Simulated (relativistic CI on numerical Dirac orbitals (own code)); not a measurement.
**Energy levels of Ta5+**

These numbers are calculated, not measured: Dirac-Coulomb-Breit CI, orbitals from a KLI potential per configuration, model QED (radiative potential, 1s self-energy scaled to tabulated hydrogen-like ionisation energies), valence Slater integrals scaled by 0.85, P86 correlation estimate, and configurations built on the next ion tied to the tabulated ionisation energy (semi-empirical) (own radial code, finite nucleus).

Configurations in the expansion (outside the closed core [Kr] 4d10): 4f14.5s2.5p6, 4f13.5s2.5p6.5d, 4f13.5s2.5p6.6s, 4f13.5s2.5p6.6p, 4f13.5s2.5p6.6d, 4f13.5s2.5p6.7s, 4f13.5s2.5p6.5f, 4f13.5s2.5p6.6f, 4f14.5s2.5p5.5d, 4f12.5s2.5p6.5d2, 4f14.5s2.5p4.5d2, 4f14.5s2.5p5.5f, 4f14.5s.5p6.5d, 4f14.5s2.5p5.5g, 4f14.5s2.5p5.6s, 4f13.5s2.5p5.5d2, 4f14.5s2.5p5.6p, 4f12.5s2.5p6.5f2, 4f13.5s2.5p6.7p, 4f14.5s.5p6.5f, 4f14.5s2.5p4.5f2, 4f14.5s2.5p5.6d, 4f13.5s2.5p5.6s.6p, 4f13.5s2.5p6.7d. Levels of other configurations are missing.

| No. | Configuration | Term | J | E (cm⁻¹) | % | Next component (%) | Landé g |
| --- | --- | --- | --- | --- | --- | --- | --- |
| 1 | 4f14.5s2.5p6 | 1S | 0 | 0 | 98 | 1 4f14.5s2.5p4.5d2 1S |  |
| 2 | 4f13.5s2.5p6.5d | 3P° | 2 | 233029 | 86 | 13 3D° | 1.448 |
| 3 | 4f13.5s2.5p6.5d | 3H° | 5 | 238424 | 55 | 41 1H° | 1.025 |
| 4 | 4f13.5s2.5p6.5d | 3D° | 3 | 241805 | 53 | 38 3F° | 1.199 |
| 5 | 4f13.5s2.5p6.5d | 3F° | 4 | 243772 | 38 | 37 3G° | 1.090 |
| 6 | 4f13.5s2.5p6.5d | 3P° | 1 | 244296 | 80 | 13 3D° | 1.333 |
| 7 | 4f13.5s2.5p6.5d | 3H° | 6 | 244555 | 100 |  | 1.166 |
| 8 | 4f13.5s2.5p6.5d | 1D° | 2 | 246651 | 51 | 28 3D° | 1.045 |
| 9 | 4f13.5s2.5p6.5d | 3F° | 4 | 250007 | 52 | 27 3H° | 1.076 |
| 10 | 4f13.5s2.5p6.5d | 3D° | 3 | 250963 | 39 | 35 1F° | 1.122 |
| 11 | 4f13.5s2.5p6.5d | 3G° | 5 | 252051 | 81 | 18 1H° | 1.161 |
| 12 | 4f13.5s2.5p6.5d | 3P° | 0 | 253431 | 99 | 1 4f14.5s2.5p5.5d 3P° |  |
| 13 | 4f13.5s2.5p6.5d | 3H° | 4 | 253792 | 59 | 33 1G° | 0.890 |
| 14 | 4f13.5s2.5p6.5d | 3F° | 2 | 255947 | 43 | 42 1D° | 0.887 |
| 15 | 4f13.5s2.5p6.5d | 3D° | 1 | 260203 | 84 | 10 3P° | 0.623 |
| 16 | 4f13.5s2.5p6.5d | 3G° | 3 | 260784 | 59 | 37 1F° | 0.856 |
| 17 | 4f13.5s2.5p6.5d | 3H° | 5 | 261601 | 43 | 42 1H° | 1.044 |
| 18 | 4f13.5s2.5p6.5d | 1P° | 1 | 261919 | 85 | 10 3P° | 1.035 |
| 19 | 4f13.5s2.5p6.5d | 3D° | 2 | 263267 | 46 | 44 3F° | 0.947 |
| 20 | 4f13.5s2.5p6.5d | 3F° | 3 | 266182 | 41 | 29 3G° | 0.984 |
| 21 | 4f13.5s2.5p6.5d | 3G° | 4 | 267384 | 55 | 36 1G° | 1.039 |
| 22 | 4f14.5s2.5p5.5d‡ | 3P° | 0 | 310472 | 99 | 1 4f13.5s2.5p6.5d 3P° |  |
| 23 | 4f14.5s2.5p5.5d‡ | 3P° | 1 | 315726 | 86 | 13 3D° | 1.365 |
| 24 | 4f14.5s2.5p5.5d‡ | 3F° | 3 | 324570 | 52 | 22 1F° | 1.076 |
| 25 | 4f14.5s2.5p5.5d‡ | 3F° | 4 | 325082 | 71 | 28 4f13.5s2.5p6.6s 3F° | 1.250 |
| 26 | 4f14.5s2.5p5.5d‡ | 3P° | 2 | 325269 | 53 | 41 3D° | 1.318 |
| 27 | 4f13.5s2.5p6.6s | 3F° | 4 | 328236 | 72 | 28 4f14.5s2.5p5.5d 3F° | 1.249 |
| 28 | 4f13.5s2.5p6.6s | 1F° | 3 | 328511 | 45 | 37 3F° | 1.050 |
| 29 | 4f14.5s2.5p5.5d‡ | 1D° | 2 | 332131 | 54 | 25 3F° | 0.983 |
| 30 | 4f14.5s2.5p5.5d‡ | 3D° | 3 | 340721 | 54 | 32 1F° | 1.188 |

Energies count from the lowest computed level; ° marks odd parity. ‡ marks configurations that were not tied to measured data.

The mean weight of the leading LS term, summed over parents, in these 30 levels is 64 %, and that of the leading jj configuration (from the same eigenvectors) 84 %, so jj coupling describes them better and the LS labels are nominal.

Configurations that consist of the next ion and one excited electron were tied to the tabulated ionisation energy; Rydberg ones are usually within 1,000 to 3,000 cm⁻¹ and the lowest ones within about 6,000 (9,000 in d shells), while levels on excited terms of the next ion carry the error of that term, and the other configurations can be misplaced by 10,000 cm⁻¹ or more. Rates follow the energies as ν³ (E1, M1) or ν⁵ (E2), so rates, branching and lifetimes can be off by large factors. Levels and lines within the n = 5 or 6 shells can be off by up to 10 % or somewhat more, and those that change n by about 2 %, since core polarisation is missing. Levels that differ in their count of f electrons can be misplaced by several ten thousand cm⁻¹, since the correlation energy of f electrons is missing or only estimated; rates across such gaps can be off by orders of magnitude.

LS names give the leading component of a level, which can be under half, so a name can repeat, a term be missing and a line seem to break the LS rules.
